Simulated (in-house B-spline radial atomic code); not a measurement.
Ionising neutral vanadium with different functionals

Computed with a B-spline radial code for spherical atoms: scalar-relativistic (spin-free X2C) Hamiltonian, Fermi nucleus of rms radius 3.6002 fm, spin-polarised at highest spin, spherical fractional occupations for the functionals, the average over the highest-spin determinants for Hartree-Fock. The ionisation energy is the difference of two self-consistent energies, [Ar] 3d3 4s2 → [Ar] 3d4, without Breit or QED terms; ε is the level of the shell that loses the electron (its least bound occupied spin orbital). The two configurations differ by more than the removed electron.

Hybrids are left out here: with spherical fractional occupations of an open shell their exact exchange keeps a self-interaction that integer-occupation calculations don't have.

| method | rung | ΔSCF (eV) | -ε(4s) (eV) |
| --- | --- | --- | --- |
| Hartree-Fock | Hartree-Fock | 5.57 | 5.92 |
| LDA VWN5 | LDA | 6.23 | 4.42 |
| LDA PW92 | LDA | 6.24 | 4.43 |
| LDA exchange-only | LDA | ? | ? |
| PBE | GGA | 5.96 | 4.28 |
| PBEsol | GGA | 5.89 | 4.28 |
| BLYP | GGA | 6.24 | 4.24 |
| RPBE | GGA | 5.90 | 4.23 |
| PW91 | GGA | 5.99 | 4.31 |
| BP86 | GGA | 6.19 | 4.43 |
| AM05 | GGA | 5.87 | 4.22 |
| OLYP | GGA | 5.62 | 4.05 |
| TPSS | meta-GGA | 5.74 | 4.26 |
| SCAN | meta-GGA | 5.70 | 4.36 |
| r2SCAN | meta-GGA | 5.55 | 4.36 |
| revTPSS | meta-GGA | ? | ? |

What does revTPSS give?

ΔSCF 5.79 eV, and -ε(4s) = 4.32 eV.

What does LDA exchange-only give?

ΔSCF 5.30 eV, and -ε(4s) = 3.38 eV.

How do they compare with the NIST value?

NIST lists 6.746 eV (measured, ground level to ground level). Errors run from -1.45 to -0.50 eV; LDA PW92 is closest (-0.50 eV), but part of that can be cancellation, since the calculations leave out spin-orbit coupling, Breit-QED terms, multiplet and fine-structure energies. Hartree-Fock also lacks correlation.
